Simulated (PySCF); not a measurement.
**How methods differ on the excitation energy of Mn⁺**

Mn⁺ [Ar] 3d5 4s1 (7S) → Mn⁺ [Ar] 3d6 (5D), as a difference of total energies. All numbers are calculated (PySCF 2.14, scalar relativity by spin-free X2C-1e, in x2c-TZVPPall). Correlated levels: valence: [Ar] frozen; valence and next inner shell: [Ne] frozen. The calculations carry no spin-orbit coupling.

```
                                method  excitation energy (cm⁻¹)
                                   UHF                     28245
                                   LDA                     12061
                                   PBE                     11911
                                  PBE0                     14378
                                r2SCAN                     16669
                                 wB97X                    9562.9
                               LC-wPBE                     10131
                                M06-2X                     11992
                                  PW91                     11625
                         MP2 (valence)                     16932
                     SCS-MP2 (valence)                     13349
    MP2 (valence and next inner shell)                     14558
SCS-MP2 (valence and next inner shell)                     12990
```

Errors of the correlated levels include the incompleteness of this basis and the frozen core.

For comparison: 14586 cm⁻¹ (measured; NIST levels, between the centres of gravity of the two terms).
